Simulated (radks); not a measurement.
Task: The silicon ion Si5+ is in [He] 2s2 2p(1/2: 2, 3/2: 3). Calculated with a radial shooting solver on a logarithmic mesh with Libxc functionals: Dirac Kohn-Sham, relativistic LDA (MacDonald-Vosko exchange, VWN5 correlation), spin-unpolarised, spherical densities, finite nucleus; Fermi nuclear charge, rms radius of each element as measured or else 0.836 A^(1/3) + 0.57 fm. Sub-shells are occupied by j as written (lower j first in brackets). One electron is removed from 2p3/2, 2p1/2, 2s1/2, 1s1/2 in turn, with full relaxation. Which removal costs least, and what does each cost?

Result: 2p3/2 208.65 eV; 2p1/2 209.43 eV; 2s1/2 248.90 eV; 1s1/2 1966.7 eV. The 2p3/2 electron leaves first.
